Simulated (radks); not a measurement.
The rhodium ion Rh2+ inside a hard spherical wall (all orbitals vanish at R), configuration held at [Kr] 4d7 and not refilled when levels cross. Calculated with a radial shooting solver on a logarithmic mesh with Libxc functionals: scalar-relativistic Kohn-Sham, PBEsol, spin-polarised, spherical densities, finite nucleus; open shells are filled with parallel spins first (spin-orbit coupling, left out, can overturn this in heavy ions); Fermi nuclear charge, rms radius 4.4945 fm. Eigenvalues in eV for spin up, with the zero of energy where the potential of the charges vanishes at infinity; a dash marks a level that is unbound or too diffuse for the functional's potential to be trusted. A positive occupied level is held by the wall or, in an anion where self-interaction has pushed it up, behind a barrier. The pressure on the wall is -dE/dV.

\begin{tabular}{lrrrrrrrrr}
R (bohr) & E (hartree) & kinetic (hartree) & e(3d) & e(4s) & e(4p) & e(4d) & e(5s, empty) & e(5p, empty) & pressure (GPa) \\ \hline
free & -4780.71058 & 4950.674 & -321.84 & -104.24 & -72.105 & -26.658 & -20.088 & -13.973 & 0 \\
20 & -4780.71058 & 4950.674 & -321.84 & -104.24 & -72.105 & -26.658 & -20.088 & -13.973 & < 0.0001 \\
7 & -4780.71053 & 4950.674 & -321.84 & -104.23 & -72.102 & -26.655 & -20.069 & -13.860 & 0.00543 \\
6 & -4780.71007 & 4950.680 & -321.81 & -104.21 & -72.078 & -26.633 & -19.969 & -13.526 & 0.0763 \\
5 & -4780.70558 & 4950.724 & -321.62 & -104.04 & -71.917 & -26.481 & -19.420 & -12.306 & 1.06 \\
3 & -4780.27005 & 4953.270 & -314.71 & -98.588 & -66.700 & -20.739 & -2.823 & 10.715 & 266 \\
2.5 & -4779.23439 & 4958.468 & -305.16 & -91.752 & -59.884 & -12.369 & 21.095 & 39.464 & 1400 \\
1.5 & -4754.80781 & 5051.687 & -214.83 & -16.985 & 22.073 & 85.646 & 293.24 & 328.21 & 87900 \\
\end{tabular}
